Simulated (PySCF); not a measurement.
Compound: C6H7NOS.
Numbering: `[CH3:1][S@:2](=[O:3])[c:4]1[cH:5][cH:6][cH:7][n:8][cH:9]1` (hydrogens: H10, H11, H12 on C1; H13 on C5; H14 on C6; H15 on C7; H16 on C9)

The same species was optimised twice, with GFN2-xTB and with PBE0-D3(BJ)/def2-SVP (PySCF), and the same property calculations (PySCF, gas phase) were run on both structures.

```tsv
coordinate	GFN2-xTB	PBE0-D3(BJ)/def2-SVP	change
S2=O3 (Å)	1.462	1.502	+0.040
C1–S2 (Å)	1.853	1.818	-0.035
S2–C4 (Å)	1.827	1.808	-0.019
C7–N8 (Å)	1.323	1.332	+0.009
C4–C9 (Å)	1.386	1.395	+0.009
N8–C9 (Å)	1.320	1.328	+0.008
C6–C7 (Å)	1.388	1.396	+0.008
C5–C6 (Å)	1.385	1.392	+0.007
C4–C5 (Å)	1.384	1.389	+0.005
C1–S2–C4 (°)	93.2	96.2	+3.0
S2–C4–C5 (°)	119.2	117.3	-1.9
S2–C4–C9 (°)	121.8	122.9	+1.1
C4–C5–C6 (°)	118.4	117.7	-0.7
O3–S2–C4 (°)	105.2	105.9	+0.7
C5–C4–C9 (°)	119.1	119.7	+0.6
C5–C6–C7 (°)	118.0	118.5	+0.5
C7–N8–C9 (°)	118.4	118.0	-0.4
C1–S2–C4–C5 (°)	106	108	+2
```

Rotational constants: A = 3187, B = 978.1, C = 836.1 MHz (GFN2-xTB) against A = 3182, B = 974.0, C = 825.1 MHz (PBE0-D3(BJ)/def2-SVP). Point groups within 0.08 Å: C1 and C1.

On the GFN2-xTB structure: lowest singlet, TDDFT (eV) 4.69 [PBE0/def2-SVPD]; isotropic polarisability (au) 99.0 [PBE0/def2-SVPD]; HOMO (eV) -7.07 [PBE0/def2-SVPD]; LUMO (eV) -1.23 [PBE0/def2-SVPD]; dipole (D) 2.05 [PBE0/def2-SVPD]; HOMO (eV) -6.98 [PBE0/pcSseg-1]; LUMO (eV) -1.16 [PBE0/pcSseg-1]; dipole (D) 1.89 [PBE0/pcSseg-1]; GIAO shielding of C1 (ppm) 134.0 [PBE0/pcSseg-1]; GIAO shielding of S2 (ppm) 202.5 [PBE0/pcSseg-1]; GIAO shielding of O3 (ppm) 303.2 [PBE0/pcSseg-1]; GIAO shielding of C4 (ppm) 31.1 [PBE0/pcSseg-1]; GIAO shielding of C5 (ppm) 50.7 [PBE0/pcSseg-1]; GIAO shielding of C6 (ppm) 57.0 [PBE0/pcSseg-1]; GIAO shielding of C7 (ppm) 30.3 [PBE0/pcSseg-1]; GIAO shielding of N8 (ppm) -91.9 [PBE0/pcSseg-1].

What do these properties become on the PBE0-D3(BJ)/def2-SVP structure?

```json
{"property": "lowest singlet, TDDFT (eV)", "level": "PBE0/def2-SVPD", "on GFN2-xTB": "4.69", "on PBE0-D3(BJ)/def2-SVP": "4.64", "change": "-0.05"}
{"property": "isotropic polarisability (au)", "level": "PBE0/def2-SVPD", "on GFN2-xTB": "99.0", "on PBE0-D3(BJ)/def2-SVP": "100.4", "change": "+1.4"}
{"property": "HOMO (eV)", "level": "PBE0/def2-SVPD", "on GFN2-xTB": "-7.07", "on PBE0-D3(BJ)/def2-SVP": "-7.02", "change": "+0.05"}
{"property": "LUMO (eV)", "level": "PBE0/def2-SVPD", "on GFN2-xTB": "-1.23", "on PBE0-D3(BJ)/def2-SVP": "-1.31", "change": "-0.08"}
{"property": "dipole (D)", "level": "PBE0/def2-SVPD", "on GFN2-xTB": "2.05", "on PBE0-D3(BJ)/def2-SVP": "2.24", "change": "+0.19"}
{"property": "energy, GFN2-xTB geometry as zero (kcal/mol)", "level": "PBE0/def2-SVPD", "on GFN2-xTB": "0.0", "on PBE0-D3(BJ)/def2-SVP": "-2.8", "change": "-2.8"}
{"property": "HOMO (eV)", "level": "PBE0/pcSseg-1", "on GFN2-xTB": "-6.98", "on PBE0-D3(BJ)/def2-SVP": "-6.92", "change": "+0.06"}
{"property": "LUMO (eV)", "level": "PBE0/pcSseg-1", "on GFN2-xTB": "-1.16", "on PBE0-D3(BJ)/def2-SVP": "-1.24", "change": "-0.08"}
{"property": "dipole (D)", "level": "PBE0/pcSseg-1", "on GFN2-xTB": "1.89", "on PBE0-D3(BJ)/def2-SVP": "2.08", "change": "+0.19"}
{"property": "energy, GFN2-xTB geometry as zero (kcal/mol)", "level": "PBE0/pcSseg-1", "on GFN2-xTB": "0.0", "on PBE0-D3(BJ)/def2-SVP": "-2.3", "change": "-2.3"}
{"property": "GIAO shielding of C1 (ppm)", "level": "PBE0/pcSseg-1", "on GFN2-xTB": "134.0", "on PBE0-D3(BJ)/def2-SVP": "136.4", "change": "+2.4"}
{"property": "GIAO shielding of S2 (ppm)", "level": "PBE0/pcSseg-1", "on GFN2-xTB": "202.5", "on PBE0-D3(BJ)/def2-SVP": "211.4", "change": "+8.9"}
{"property": "GIAO shielding of O3 (ppm)", "level": "PBE0/pcSseg-1", "on GFN2-xTB": "303.2", "on PBE0-D3(BJ)/def2-SVP": "290.3", "change": "-12.9"}
{"property": "GIAO shielding of C4 (ppm)", "level": "PBE0/pcSseg-1", "on GFN2-xTB": "31.1", "on PBE0-D3(BJ)/def2-SVP": "33.3", "change": "+2.2"}
{"property": "GIAO shielding of C5 (ppm)", "level": "PBE0/pcSseg-1", "on GFN2-xTB": "50.7", "on PBE0-D3(BJ)/def2-SVP": "47.1", "change": "-3.6"}
{"property": "GIAO shielding of C6 (ppm)", "level": "PBE0/pcSseg-1", "on GFN2-xTB": "57.0", "on PBE0-D3(BJ)/def2-SVP": "54.7", "change": "-2.3"}
{"property": "GIAO shielding of C7 (ppm)", "level": "PBE0/pcSseg-1", "on GFN2-xTB": "30.3", "on PBE0-D3(BJ)/def2-SVP": "27.7", "change": "-2.6"}
{"property": "GIAO shielding of N8 (ppm)", "level": "PBE0/pcSseg-1", "on GFN2-xTB": "-91.9", "on PBE0-D3(BJ)/def2-SVP": "-95.8", "change": "-3.9"}
```

The heavy atoms differ by 0.044 Å rms after alignment. Among bonds between heavy atoms S2=O3 changes most (+0.040 Å). Changes are differences of the printed values. Neither structure is proved a minimum here.

The values belong to the conformer `[CH3:1][S@:2](=[O:3])[c:4]1[cH:5][cH:6][cH:7][n:8][cH:9]1`: C1–S2–C4–C5 108°.
